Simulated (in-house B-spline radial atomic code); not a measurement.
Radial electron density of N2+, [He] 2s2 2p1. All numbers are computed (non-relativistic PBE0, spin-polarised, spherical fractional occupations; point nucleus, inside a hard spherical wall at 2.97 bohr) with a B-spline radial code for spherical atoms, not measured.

Caution: exact exchange at fractional occupations of open shells leaves self-interaction of up to several eV.

Columns: r (bohr), 4πr²n(r) (electrons per bohr), bar.

```
 0.00804   0.1526 #
 0.00932   0.2014 #
  0.0108   0.2648 ##
  0.0125   0.3464 ##
  0.0145   0.4533 ###
  0.0168   0.5892 ###
  0.0195   0.7643 #####
  0.0226    0.983 ######
  0.0262    1.256 #######
  0.0304    1.595 #########
  0.0352        2 ############
  0.0409    2.493 ###############
  0.0474    3.059 ##################
  0.0549    3.696 ######################
  0.0637    4.404 ##########################
  0.0738    5.138 ##############################
  0.0856    5.871 ###################################
  0.0992    6.536 #######################################
   0.115    7.068 ##########################################
   0.133    7.386 ############################################
   0.155    7.428 ############################################
   0.179    7.151 ##########################################
   0.208    6.531 #######################################
   0.241    5.649 #################################
   0.279    4.615 ###########################
   0.324    3.558 #####################
   0.375    2.689 ################
   0.435    2.109 ############
   0.504    1.893 ###########
   0.584        2 ############
   0.677    2.304 ##############
   0.785    2.623 ################
    0.91    2.783 ################
    1.06    2.667 ################
    1.22      2.3 ##############
    1.42    1.718 ##########
    1.64    1.126 #######
    1.91   0.5969 ####
    2.21   0.2508 #
    2.56  0.06056 
    2.94 0.000296
```

On this grid the curve has 2 maxima, near 0.155, 0.91 bohr.

The 2s down radial function P(r) = rR(r), positive near the nucleus:

```
r (bohr)         P
 0.00286    0.0255
 0.00384     0.034
 0.00516   0.04527
 0.00694   0.06012
 0.00932   0.07939
  0.0125    0.1041
  0.0168    0.1357
  0.0226    0.1751
  0.0304    0.2225
  0.0409    0.2772
  0.0549    0.3352
  0.0738    0.3899
  0.0992    0.4279
   0.133    0.4296
   0.179    0.3695
   0.241    0.2218
   0.324  -0.02394
   0.435   -0.3462
   0.584   -0.6801
   0.785   -0.9232
    1.06   -0.9641
    1.42   -0.7766
    1.91   -0.4538
    2.56   -0.1421
```
